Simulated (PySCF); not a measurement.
## SnH3 at several levels of theory

All levels use the PBE0 minimum (doublet; Sn–H 1.715 Å (×3); H–Sn–H 109.7° (×3)), basis [Sn def2-TZVP with ECP28, H def2-TZVP], scalar-relativistic core potentials, density fitting, no spin–orbit coupling, PySCF. For vertical energies the ionised species is a singlet (spins chosen at PBE0 and kept) and the electron-attached one a singlet. Atomisation goes to high-spin ground-configuration atoms, without zero-point energy. Open shells are unrestricted, also as the reference of the correlated levels. A dash marks a value that was not computed or is not defined at that level.

```csv
level,atomisation (kJ/mol),vertical IP (eV),vertical EA (eV),−ε(HOMO) (eV),dipole (D)
CCSD(T),722,8.29,1.12,–,–
HF,548,7.99,0.23,8.61,0.39
MP2,672,8.31,1.12,–,–
PBE0,734,8.40,1.19,6.13,0.29
PBE,732,8.32,1.24,5.13,0.27
B3LYP,751,8.44,1.32,5.89,0.35
r2SCAN,756,8.51,1.17,5.48,0.31
wB97X,769,8.29,1.36,8.11,0.28
```

For SnH₃ itself CCSD(T) correlates 17 electrons; T1 = 0.016, D1 = 0.051, (T) = -20 kJ/mol.

Problem. Which levels differ least and most from CCSD(T) in the atomisation?

Solution. Least: PBE (+10 kJ/mol); most: HF (-174 kJ/mol). CCSD(T) atomisation energies in a triple-zeta basis lie tens of kJ/mol low, so this is no ranking by accuracy.

Without diffuse functions attachment energies tend to come out too low.

Spin–orbit coupling, left out here, can matter for elements this heavy.
